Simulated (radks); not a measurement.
Species: neutral rhodium. Configuration: [Kr] 4d(up 4.5, down 3.5) 5s(up 0.5, down 0.5) (fractional occupations, a model configuration). Calculated with a radial shooting solver on a logarithmic mesh with Libxc functionals: non-relativistic Kohn-Sham, PBE, spin-polarised, spherical densities, point nucleus; relativity is left out, which matters for an element this heavy. Some entries of the table are withheld. Estimate them.

orbital  occ.  eigenvalue (eV)  r(max) (bohr)  <1/r> (bohr^-1)
1s down     1        -22372.25        0.02240            44.48
1s up       1        -22372.25        0.02240            44.48
2s up       1        -3181.592         0.1247            10.08
2s down     1        -3181.436         0.1247            10.08
2p up       3        -2949.548        0.09790            10.08
2p down     3        -2949.434        0.09790            10.08
3s up       1        -566.0782         0.3630            3.553
3s down     1        -566.0055         0.3630            3.553
3p up       3        -474.2008         0.3498            3.467
3p down     3        -474.1152         0.3498            3.467
3d up       5        -304.9270         0.2917            3.305
3d down     5        -304.7910         0.2917            3.305
4s up       1         -77.1939         0.9075            1.349
4s down     1         -76.5281         0.9069            1.351
4p up       3         -49.3772         0.9557            1.231
4p down     3         -48.6929         0.9550            1.232
4d up     4.5          -6.6110          1.138              (1)
4d down   3.5          -5.9766          1.138              (2)
5s up     0.5          -4.0336          2.749           0.3725
5s down   0.5          -3.8280          2.788           0.3653

Answer. 
(1) 4d up <1/r> (bohr^-1): 0.8767
(2) 4d down <1/r> (bohr^-1): 0.8706
